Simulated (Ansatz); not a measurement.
Computed with Ansatz on PBE0-D4/def2-TZVP structures; ΔE is electronic, products minus reactants. CBS: MP2 limit from def2 TZ/QZ plus the TZ coupled-cluster correction, frozen cores. Functionals use def2-TZVPP. B3LYP here is the variant with VWN-RPA as its local correlation; programs differ in this. For Ge outer-core shells are correlated without core-valence functions, which leaves a few kJ/mol of doubt a bond. Scalar relativity is left out up to krypton. Each species was taken in one conformer, which may not be the lowest.

`C[CH2][AlH][OH]` + `C=N[SiH2][GeH3]` → `C=[N][AlH][CH2]C` + `O[SiH2][GeH3]`  (redistribution)

(1) Is it downhill or uphill in electronic energy at CCSD(T)/CBS, and by how much? (Best estimate.)

(2) What do these levels give: r2SCAN-D4, PBE0-D4, B3LYP-D4, ωB97M-V, B2PLYP, PBE0, B3LYP, HF/def2-TZVPP, MP2/def2-TZVPP, CCSD/def2-TZVPP, CCSD(T)/def2-TZVPP, HF/CBS(def2)? (Best estimate.)

Largest T1 diagnostic among the species: 0.013.

Answers

(1) The calculation gave: Uphill: ΔE = +17.9 kJ/mol.

(2) The calculation gave: r2SCAN-D4 14.1, PBE0-D4 15.3, B3LYP-D4 14.3, ωB97M-V 15.7, B2PLYP 14.5, PBE0 13.5, B3LYP 11.0, HF/def2-TZVPP 9.4, MP2/def2-TZVPP 19.6, CCSD/def2-TZVPP 16.1, CCSD(T)/def2-TZVPP 17.6, HF/CBS(def2) 9.7 kJ/mol.

The D4 term adds +3.3 kJ/mol with B3LYP and +1.8 kJ/mol with PBE0; it sums over pairs of atoms, weighted by their polarisabilities, and B3LYP, whose exchange is more repulsive, gets the larger term. In def2-TZVPP, CCSD(T) changes the Hartree–Fock value by +8.1 kJ/mol (the triples alone add +1.5 kJ/mol) and MP2 by +10.2 kJ/mol.
